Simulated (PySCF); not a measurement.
Species: C3H4ClN3.
Cartesian coordinates in Å at the GFN2-xTB level; atoms count from 1:
```
atom  x, y, z in Å
C1    -1.7078    0.1389   -0.0059
N2    -0.3132   -0.1877    0.0189
C3     0.7479    0.6431   -0.0749
C4     1.8343   -0.2086    0.0078
Cl5    3.4854    0.1838   -0.0448
N6     1.3787   -1.4670    0.1429
N7     0.1003   -1.4385    0.1478
H8    -2.2626   -0.7916    0.0956
H9    -1.9571    0.8068    0.8197
H10   -1.9717    0.6210   -0.9483
H11    0.6712    1.7025   -0.1848
```

Method used: PySCF, TDDFT B3LYP/def2-SVPD, vertical, gas phase, core orbitals frozen in the response.

Orbital energies (eV): HOMO-3 -9.08, HOMO-2 -8.52, HOMO-1 -7.68, HOMO -7.21, LUMO -0.74, LUMO+1 0.10, LUMO+2 0.48.

Lowest singlets, with some entries withheld (?).

```json
{"state": "S1", "ν̃ (cm⁻¹)": "?", "f": "?", "main configurations (H = HOMO, L = LUMO)": "?"}
{"state": "S2", "ν̃ (cm⁻¹)": "?", "f": "?", "main configurations (H = HOMO, L = LUMO)": "?"}
{"state": "S3", "ν̃ (cm⁻¹)": "52370", "f": "0.0054", "main configurations (H = HOMO, L = LUMO)": "H→L+1 (92%)"}
{"state": "S4", "ν̃ (cm⁻¹)": "54230", "f": "0.0007", "main configurations (H = HOMO, L = LUMO)": "H→L+3 (89%)"}
{"state": "S5", "ν̃ (cm⁻¹)": "55120", "f": "0.0060", "main configurations (H = HOMO, L = LUMO)": "H-1→L+2 (94%)"}
{"state": "S6", "ν̃ (cm⁻¹)": "55920", "f": "0.035", "main configurations (H = HOMO, L = LUMO)": "H→L+2 (64%), H-2→L (31%)"}
{"state": "S7", "ν̃ (cm⁻¹)": "56750", "f": "0.021", "main configurations (H = HOMO, L = LUMO)": "H-1→L+1 (96%)"}
{"state": "S8", "ν̃ (cm⁻¹)": "58620", "f": "0.0013", "main configurations (H = HOMO, L = LUMO)": "H-3→L (75%), H-4→L (23%)"}
```

(1) Fill in the withheld entries.

(2) Where do the lowest triplets lie (Tamm–Dancoff)?

(3) Which level carries the most intensity, and what share of the listed sum of f?

(4) How far apart are S3 and S8, in eV and cm⁻¹?

Results:

(1) 
- S1: ν̃ = 45300 cm⁻¹; f = 0.0044; H-1→L (99%)
- S2: ν̃ = 48210 cm⁻¹; f = 0.075; H→L (92%)

(2) T1 4.43 eV, H→L (91%); T2 4.79 eV, H-1→L (83%), H-1→L+2 (14%); T3 5.43 eV, H-2→L (69%), H→L+2 (19%). E(S1) − E(T1) = +1.18 eV.

(3) S2, with f = 0.075 of 0.147, 51%.

(4) 7.268 − 6.493 = 0.775 eV, or about 6250 cm⁻¹.

Time: 23 s. Hardware: an Arm Neoverse V1 with one thread, shared host.
